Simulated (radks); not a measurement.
The numbers below are computed, except where a source is named.
Q: The zirconium ion Zr+, configuration [Kr] 4d1.5 5s1 5p0.5 (fractional occupations, a model configuration). Code: a radial shooting solver on a logarithmic mesh with Libxc functionals. Model: scalar-relativistic Kohn-Sham, r2SCAN, spin-unpolarised, spherical densities, finite nucleus; meta-GGA in the generalised Kohn-Sham scheme; Fermi nuclear charge, rms radius 4.2694 fm. Some entries of the table are withheld. Estimate them.

orbital  occ.  eigenvalue (Ry)  r(max) (bohr)
1s          2        -1313.800        0.02414
2s          2        -183.4652         0.1369
2p          6        -163.5004         0.1095
3s          2        -31.00968         0.4075
3p          6        -24.43675         0.4020
3d         10              (1)         0.3485
4s          2         -4.78023          1.078
4p          6         -3.10117          1.177
4d        1.5         -0.83256            (2)
5s          1         -0.79013          3.019
5p        0.5              (3)          3.622

A: 
(1) 3d eigenvalue (Ry): -13.68661
(2) 4d r(max) (bohr): 1.543
(3) 5p eigenvalue (Ry): -0.50148
